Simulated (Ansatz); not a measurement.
A nudged elastic band was laid between two geometries of H3NZn (5 atoms, charge 0, multiplicity 1).

The calculation used RKS PBE-D4/def2-TZVP in Ansatz.

```json
{"movable images": "5", "climbing image": "yes", "spring": "5.0 eV/Å²", "optimiser": "quadratic models (default)", "start path": "through a guess of the saddle point", "force threshold": "0.2 eV/Å", "iteration limit": "60", "end points": "relaxed"}
```

First end point:

```xyz
5
Properties=species:S:1:pos:R:3
N -0.116 -0.860 -0.097
Zn 0.343 0.911 -0.097
H -1.057 -1.095 -0.414
H 0.064 -1.386 0.758
H 0.816 2.356 -0.190
```

Last end point:

```xyz
5
Properties=species:S:1:pos:R:3
N -0.410 -0.728 0.216
Zn 0.331 0.917 -0.084
H -0.927 -1.154 -0.553
H 0.193 -1.445 0.619
H 0.862 2.336 -0.240
```

Task: Which bonds break or form, and what moves?

Result: No bond is made or broken. The height of N1 over the plane of its neighbours goes from -0.30 to 0.30 Å. The two ends are copies of one structure, up to a mirror image or an exchange of like atoms.

Task: What energy profile does the band end with?

Result: The run converged. The highest image is number 3 of 0 to 6, 0.5 kcal/mol above the ends, which have the same energy within 2 meV. The threshold of 0.2 eV/Å is loose, so the images may lie well off the minimum-energy path. Another band between the same ends (5 images) ends at a top of the same energy, where a vibrational analysis finds 1 clearly imaginary mode.

| image | path coordinate (Å) | energy (kcal/mol) | height of N1 over the plane of its neighbours (Å) |
| --- | --- | --- | --- |
| 0 | 0.00 | 0.0 | -0.30 |
| 1 | 0.09 | 0.1 | -0.21 |
| 2 | 0.19 | 0.3 | -0.11 |
| 3 | 0.28 | 0.5 | -0.01 |
| 4 | 0.37 | 0.4 | 0.10 |
| 5 | 0.47 | 0.1 | 0.21 |
| 6 | 0.56 | 0.0 | 0.30 |

Task: What is the geometry of the highest image?

Result: 
```xyz
5
Properties=species:S:1:pos:R:3
N -0.256 -0.765 0.059
Zn 0.354 0.933 -0.098
H -0.995 -1.163 -0.510
H 0.084 -1.437 0.738
H 0.863 2.357 -0.230
```

Time of the run: 49 s on 2 threads of Arm Neoverse V1 (shared host), peak memory 0.15 GiB.
